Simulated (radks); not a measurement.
Results of a calculation; reference values are marked as such.
F1.375+, 7.625 electrons, occupied as 1s(up 1, down 0.625) 2s2 2p4 (fractional occupations, a model configuration). Level of theory: scalar-relativistic Kohn-Sham, LDA (Slater exchange, Perdew-Wang correlation), spin-polarised, spherical densities, finite nucleus; open shells are filled with parallel spins first; Fermi nuclear charge, rms radius 2.8976 fm (a radial shooting solver on a logarithmic mesh with Libxc functionals).

Normalised radial functions P(r) = r R(r), r in bohr:

| r | 1s up |
|---|---|
| 0.009287 | 0.4473 |
| 0.01259 | 0.5882 |
| 0.0172 | 0.7704 |
| 0.0233 | 0.9878 |
| 0.03184 | 1.2493 |
| 0.04315 | 1.5294 |
| 0.05895 | 1.8138 |
| 0.07989 | 2.0402 |
| 0.1083 | 2.1518 |
| 0.1479 | 2.0773 |
| 0.2005 | 1.7854 |
| 0.2739 | 1.3012 |
| 0.3712 | 0.7759 |
| 0.5071 | 0.3428 |
| 0.6872 | 0.1066 |
| 0.9314 | 0.0203 |
| 1.272 | 0.0019 |
| 1.724 | 0.0001 |
| 2.356 | 0.0000 |
| 3.193 | 0.0000 |

1s up: eigenvalue -720.91 eV, 0 radial nodes, <r> = 0.175 bohr, 90 % of the charge inside 0.312 bohr.
